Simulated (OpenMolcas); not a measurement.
Computed levels of 2s2 2p4 in ions with 8 electrons, in cm-1 above 3P2.

```yaml
Program: OpenMolcas 26.06
Method: RASSCF
Basis: ANO-R3
Scalar_Hamiltonian: X2C, finite nucleus
Spin-orbit_coupling: state interaction with AMFI integrals over the reference wave functions, term energies averaged over their components
```

Active space for each ion: 4 electrons in 9 orbitals (RAS2 2p; RAS3 3s 3d, at most 1 electron).

```tsv
Level	O	Ne2+
3P1	148	600
3P0	221	886
1D2	17665	27826
1S0	43787	68873
```

Problem. Estimate 3P0, 1D2, 1S0 for F+ from its neighbours O and Ne2+.

Solution. 3P0 is fine structure, which grows about as the fourth power of a screened charge, so the fourth roots are averaged: ((221^0.25 + 886^0.25) / 2)^4 = 470. The calculation gives 473, so the estimate is off by -0.6 %; the measured value is 490 (NIST Handbook of Basic Atomic Spectroscopic Data).
1D2 is another term, which grows about linearly with the charge: (17665 + 27826) / 2 = 22746. The calculation gives 22802, so the estimate is off by -0.2 %; the measured value is 20873 (NIST Handbook of Basic Atomic Spectroscopic Data).
1S0 is another term, which grows about linearly with the charge: (43787 + 68873) / 2 = 56330. The calculation gives 56517, so the estimate is off by -0.3 %; the measured value is 44918 (NIST Handbook of Basic Atomic Spectroscopic Data).

With the s shell closed, the reference lacks s² → p² mixing. Without dynamic correlation excited terms often stand tens of per cent too high (terms of higher spin than the ground term too low), and those without a measured partner can miss by more than the paired ones (holds for O; F+). Computed and measured levels are paired by configuration, term and J; levels that our copy of the source lacks, or whose pairing is in doubt (as where it misses far off the trend of its configuration), stay unpaired and out of the deviations. Only configurations of the active space appear.
